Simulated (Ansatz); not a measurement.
CdO₂⁻. Total charge -1; doublet. Geometry B3LYP-D4/def2-TZVPD; atoms count from 1.

```csv
atom,x (Å),y (Å),z (Å)
Cd1,0.000,0.000,0.000
O2,-1.868,0.335,-0.401
O3,1.868,-0.335,0.401
```

In the def2 sets Cd takes a core potential; there is no spin–orbit coupling. Another isomer (doublet) lies 0.37 eV lower at PBE0-D4/def2-TZVPD; other spin states weren't run for this one.

**Question.** Estimate the Mulliken populations from the PBE0/def2-TZVPD orbitals of Ansatz.

**Answer.** 
```
atom  charge (e)  spin (α − β)  d electrons
 Cd1        0.61         -0.16         9.90
  O2       -0.80          0.58            –
  O3       -0.80          0.58            –
```
Mulliken values and Mayer orders depend strongly on the basis. With diffuse functions, as here, like atoms can get unlike values, and bond orders can come out too low or too high.

**Question.** Where does the spin sit?

**Answer.** Summed by element: Cd -0.16, O 1.16, of 1 unpaired in all. Largest on single atoms: O2 0.58, O3 0.58, Cd1 -0.16.

**Question.** And the Mayer bond orders between bonded heavy atoms (over 0.3)?

**Answer.** Cd1–O2 0.85 (1.94 Å); Cd1–O3 0.85 (1.94 Å). Values over 0.3 also appear between atoms too far apart for a bond (O2–O3 0.38 at 3.88 Å); they arise where an orbital or an unpaired electron spreads over both atoms.
